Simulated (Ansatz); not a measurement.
C₃H₁₀GeO₃⁻, that is GeH(OMe)3 with one electron more. Total charge -1; doublet. Geometry B3LYP-D4/def2-SVP, that of the neutral singlet; atoms count from 1.

```xyz
17

Ge   -0.269   -0.908    0.434
H    -0.203   -2.183    1.280
O    -1.779   -0.006    0.587
C    -1.907    1.231    1.263
H    -2.132    1.081    2.336
H    -2.748    1.785    0.814
H    -0.996    1.849    1.187
O    -0.108   -1.429   -1.249
C    -0.327   -0.523   -2.315
H    -0.323   -1.093   -3.258
H     0.467    0.246   -2.373
H    -1.298   -0.005   -2.224
O     0.995    0.279    0.841
C     2.366   -0.028    0.695
H     2.687   -0.847    1.367
H     2.952    0.869    0.956
H     2.623   -0.318   -0.340
```

The highest occupied level of the charge -1 doublet lies above zero (up to 4.31 eV). By energy differences it is unbound by 2.67 eV (vertical, against the charge 0 singlet, at PBE0-D4/def2-SVP) and held by the finite basis.

**Question.** Estimate the Mulliken populations from the PBE0/def2-SVP orbitals of Ansatz.

**Answer.** 
| atom | charge (e) | spin (α − β) |
| --- | --- | --- |
| Ge1 | 0.70 | 0.38 |
| H2 | -0.25 | 0.17 |
| O3 | -0.54 | 0.00 |
| C4 | 0.21 | 0.00 |
| H5 | -0.05 | 0.03 |
| H6 | -0.04 | 0.02 |
| H7 | -0.04 | 0.07 |
| O8 | -0.55 | 0.01 |
| C9 | 0.25 | -0.04 |
| H10 | -0.06 | 0.03 |
| H11 | -0.11 | 0.12 |
| H12 | -0.06 | 0.07 |
| O13 | -0.51 | -0.01 |
| C14 | 0.17 | 0.05 |
| H15 | -0.04 | 0.01 |
| H16 | -0.03 | 0.01 |
| H17 | -0.06 | 0.07 |
Mulliken values depend strongly on the basis.

**Question.** Where does the spin sit?

**Answer.** Summed by element: Ge 0.38, H 0.60, O 0.00, C 0.01, of 1 unpaired in all. Largest on single atoms: Ge1 0.38, H2 0.17, H11 0.12.

**Question.** And the Mayer bond orders between heavy atoms (over 0.3)?

**Answer.** Ge1–O3 0.84 (1.77 Å); Ge1–O8 0.90 (1.77 Å); Ge1–O13 0.79 (1.78 Å); O3–C4 0.99 (1.42 Å); O8–C9 0.99 (1.42 Å); O13–C14 1.00 (1.41 Å).
